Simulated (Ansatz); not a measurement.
Basis-set extrapolation for `[C]#C[SiH](N)Cl` radical (PBE0-D4/def2-TZVP geometry, frozen core, the Gaussian-basis code of Ansatz). Multiplicity 2, UHF reference.

```csv
,def2-TZVPP,def2-QZVPP
HF,-880.397598,-880.425229
MP2 correlation,-0.746783,-0.808057
CCSD(T) correlation,-0.847639,not run
```

Energies in hartree. Use E(X) = E(∞) + A·exp(−7.88·√X) for Hartree–Fock and E(X) = E(∞) + B·X^(−2.97) for correlation, with X = 3 and 4, and add CCSD(T) minus MP2 of the smaller set to the MP2 limit.

What is the CCSD(T) energy at the basis-set limit?

HF limit: -880.425229 + (-0.027631) × 0.13774 = -880.42903. MP2 limit: -0.808057 + (-0.061274) × 0.74074 = -0.85345. Higher-order term: -0.847639 − (-0.746783) = -0.10086. Total: -881.38334 hartree, 362.6 kJ/mol below CCSD(T)/def2-TZVPP.

The UHF reference is spin-contaminated (⟨S²⟩ = 1.17, T1 = 0.040).
